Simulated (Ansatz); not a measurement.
Frontier orbitals of C3H9AlO (`CC(C)[O][AlH2]`).

```xyz
14

C     0.9924    1.2913   -0.6065
C     0.6815   -0.1077   -0.1096
C     0.3204   -0.1167    1.3636
O    -0.3308   -0.6651   -0.9058
Al   -1.9084   -1.2420   -0.8359
H     1.2304    1.2712   -1.6712
H     0.1287    1.9464   -0.4591
H     1.8421    1.7169   -0.0672
H     1.5781   -0.7279   -0.2500
H     0.1038   -1.1307    1.7087
H    -0.5630    0.5019    1.5486
H     1.1430    0.2778    1.9648
H    -2.5099   -1.7279   -2.2119
H    -2.7084   -1.2875    0.5317
```

The species carries charge 0 and has multiplicity 1. The geometry is a stationary point of PBE0-D4/def2-TZVP. It is one conformer, not always the lowest. Basis def2-TZVPP, the Gaussian-basis code of Ansatz.

| functional | HOMO (eV) | LUMO (eV) | gap (eV) |
| --- | --- | --- | --- |
| PBE | -6.42 | -1.66 | 4.76 |
| revPBE | -6.36 | -1.55 | 4.81 |
| B97M-V | -6.89 | -1.59 | 5.30 |
| PBE0 | -7.82 | -0.90 | 6.92 |
| HSE06 (plane-wave form) | -7.42 | -1.26 | 6.16 |
| LC-ωPBE | -10.57 | 1.11 | 11.68 |
| ωB97M-V | -10.12 | 0.67 | 10.79 |

From PBE to PBE0 the HOMO moves by −1.41 eV and the LUMO by +0.76 eV, and with ωB97M-V by −3.70 and +2.33 eV, so the gap grows from 4.76 to 10.79 eV with exact exchange. A positive LUMO is unbound and depends on the basis.

LC-ωPBE has ω = 0.4 bohr⁻¹.
